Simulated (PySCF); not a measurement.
**Working out the ionisation energy of Xe**

Xe [Xe] (1S) → Xe⁺ [Kr] 4d10 5s2 5p5 (2P). Computed with PySCF 2.14 in aug-cc-pVTZ-PP with ECP28MDF (6s5p4d2f, 55 functions), with scalar relativity through the core potential. Frozen: 4s2 4p6 4d10. Energies in hartree (1 hartree = 27.21139 eV):

| part | Xe (lower) | Xe⁺ (upper) |
| --- | --- | --- |
| UHF | -328.298669 | -327.877320 |
| CCSD correlation | -0.164441 | -0.137362 |
| (T) | -0.005603 | -0.003918 |

Question: What does Hartree-Fock give?

Answer: (-327.877320) − (-328.298669) = 0.421349 hartree = 11.465 eV.

Question: What do CCSD and CCSD(T) give?

Answer: The CCSD correlation energies differ by 0.027079 hartree = 0.737 eV and the triples by 0.001685 hartree = 0.046 eV, so CCSD gives 12.202 eV and CCSD(T) 12.248 eV.

Measured between the centres of the two terms (NIST): 12.565 eV, so CCSD(T) (valence) is off by -0.317 eV.

What remains against the reference includes basis incompleteness, the frozen core and higher excitations.
